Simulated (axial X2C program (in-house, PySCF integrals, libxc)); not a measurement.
# Outer orbitals of TiSn at 2.683 Å, B3LYP

Calculated with an axial X2C code built on PySCF integrals. Spin-free means the one-electron spin-free X2C Hamiltonian; two-component (2c) means X2C with spin–orbit coupling and atomic mean-field two-electron Coulomb and Gaunt terms, so the difference of the two also holds small scalar two-electron terms. Basis: Sn dyall-cv3z [11s12p9d4f1g], Ti dyall-cv3z [10s10p6d4f2g] (cores contracted in-house); Gaussian nuclei, density fitting, unrestricted open shells. Masses: Sn 119.902 u, Ti 47.948 u.

The distance is close to the 2c PBE0 minimum; the highest filled and lowest empty levels are listed.

Spin-free orbitals, state M_S = 2, Λ = 2 (beyond evenly filled blocks: σα, π+α, π-α, δ+α) (Löwdin shares):

| symmetry | occupied | ε (eV) | atomic character |
| --- | --- | --- | --- |
| δ-α | yes | -27.07 | 100% Sn d |
| δ+α | yes | -27.07 | 100% Sn d |
| π-α | yes | -26.98 | 100% Sn d |
| π+α | yes | -26.98 | 100% Sn d |
| σα | yes | -26.96 | 100% Sn d |
| δ+β | yes | -26.94 | 100% Sn d |
| δ-β | yes | -26.94 | 100% Sn d |
| σβ | yes | -26.90 | 100% Sn d |
| π-β | yes | -26.89 | 100% Sn d |
| π+β | yes | -26.89 | 100% Sn d |
| σα | yes | -11.60 | 67% Sn s, 12% Ti p, 10% Ti d |
| σβ | yes | -10.57 | 68% Sn s, 11% Ti p, 9% Ti s |
| σα | yes | -5.59 | 53% Ti d, 35% Sn p, 5% Ti s |
| δ+α | yes | -5.28 | 100% Ti d |
| σα | yes | -5.16 | 46% Ti s, 32% Ti d, 19% Sn p |
| π+α | yes | -4.80 | 52% Sn p, 36% Ti d, 8% Ti p |
| π-α | yes | -4.75 | 55% Sn p, 33% Ti d, 9% Ti p |
| σβ | yes | -4.73 | 52% Sn p, 37% Ti s, 4% Ti d |
| π-β | no | -2.56 | 62% Sn p, 22% Ti d, 12% Ti p |
| π+β | no | -2.56 | 62% Sn p, 22% Ti d, 12% Ti p |
| δ-α | no | -2.25 | 99% Ti d |
| σβ | no | -2.24 | 35% Ti s, 29% Ti p, 23% Sn p |

Spinors with spin–orbit coupling (state Ω = 4):

```json
{"ω": "-3/2", "occupied": "yes", "ε (eV)": "-27.64", "atomic character": "100% Sn d", "λ mixture": "85% δ, 15% π"}
{"ω": "-1/2", "occupied": "yes", "ε (eV)": "-27.55", "atomic character": "100% Sn d", "λ mixture": "64% π, 36% σ"}
{"ω": "3/2", "occupied": "yes", "ε (eV)": "-27.55", "atomic character": "100% Sn d", "λ mixture": "79% δ, 21% π"}
{"ω": "1/2", "occupied": "yes", "ε (eV)": "-27.52", "atomic character": "100% Sn d", "λ mixture": "56% π, 44% σ"}
{"ω": "5/2", "occupied": "yes", "ε (eV)": "-26.67", "atomic character": "100% Sn d", "λ mixture": "100% δ"}
{"ω": "3/2", "occupied": "yes", "ε (eV)": "-26.56", "atomic character": "100% Sn d", "λ mixture": "79% π, 21% δ"}
{"ω": "-5/2", "occupied": "yes", "ε (eV)": "-26.53", "atomic character": "100% Sn d", "λ mixture": "100% δ"}
{"ω": "1/2", "occupied": "yes", "ε (eV)": "-26.52", "atomic character": "100% Sn d", "λ mixture": "56% σ, 44% π"}
{"ω": "-1/2", "occupied": "yes", "ε (eV)": "-26.52", "atomic character": "100% Sn d", "λ mixture": "64% σ, 36% π"}
{"ω": "-3/2", "occupied": "yes", "ε (eV)": "-26.51", "atomic character": "100% Sn d", "λ mixture": "85% π, 15% δ"}
{"ω": "1/2", "occupied": "yes", "ε (eV)": "-11.59", "atomic character": "67% Sn s, 12% Ti p, 10% Ti d", "λ mixture": "100% σ"}
{"ω": "-1/2", "occupied": "yes", "ε (eV)": "-10.56", "atomic character": "68% Sn s, 11% Ti p, 9% Ti s", "λ mixture": "100% σ"}
{"ω": "1/2", "occupied": "yes", "ε (eV)": "-5.57", "atomic character": "48% Ti d, 38% Sn p, 6% Ti s", "λ mixture": "99% σ, 1% π"}
{"ω": "5/2", "occupied": "yes", "ε (eV)": "-5.24", "atomic character": "100% Ti d", "λ mixture": "100% δ"}
{"ω": "1/2", "occupied": "yes", "ε (eV)": "-5.14", "atomic character": "45% Ti s, 36% Ti d, 17% Sn p", "λ mixture": "100% σ"}
{"ω": "-1/2", "occupied": "yes", "ε (eV)": "-4.93", "atomic character": "61% Sn p, 20% Ti d, 8% Ti s", "λ mixture": "73% π, 27% σ"}
{"ω": "3/2", "occupied": "yes", "ε (eV)": "-4.72", "atomic character": "47% Sn p, 42% Ti d, 8% Ti p", "λ mixture": "100% π"}
{"ω": "-1/2", "occupied": "yes", "ε (eV)": "-4.64", "atomic character": "50% Sn p, 30% Ti s, 12% Ti d", "λ mixture": "73% σ, 27% π"}
{"ω": "1/2", "occupied": "no", "ε (eV)": "-2.67", "atomic character": "62% Sn p, 20% Ti d, 13% Ti p", "λ mixture": "96% π, 4% σ"}
{"ω": "-3/2", "occupied": "no", "ε (eV)": "-2.46", "atomic character": "61% Sn p, 23% Ti d, 13% Ti p", "λ mixture": "100% π"}
{"ω": "-3/2", "occupied": "no", "ε (eV)": "-2.23", "atomic character": "99% Ti d", "λ mixture": "100% δ"}
{"ω": "-1/2", "occupied": "no", "ε (eV)": "-2.22", "atomic character": "35% Ti s, 28% Ti p, 22% Sn p", "λ mixture": "97% σ, 3% π"}
```

(1) How does the gap between the highest filled and lowest empty level change from the spin-free to the 2c table?

Mulliken charges and populations of the two-component result (they depend on the basis, above all on diffuse functions):

Sn -0.09 e (s 9.89 p 20.17 d 20.02), Ti 0.09 e (s 7.15 p 12.20 d 2.55 f 0.01). ⟨Lz⟩ = 2.01 ħ and ⟨Sz⟩ = 1.99 ħ (0.63 and 1.36 on the two atoms), which add up to Ω.

Occupations by symmetry block were frozen at the best pattern of an incomplete PBE0 search. Density functionals use the spin component along the axis (collinear). PBE0 can misorder states that lie within some tenths of an eV, so this need not be the ground state of the molecule. The nearest other spin-free determinant of the search, M_S = 1, Λ = 4, lies 0.55 eV up at the distance of the search. Without a current term, density functionals place determinants with orbital angular momentum somewhat too high. With several unpaired electrons one determinant need not be a pure state. Open-shell Ω = 0 determinants with evenly filled partner blocks cannot be reached by this program, so the Ω shown need not be the lowest component.

Results:

(1) From 2.17 to 1.97 eV at B3LYP, a change of -0.20 eV.
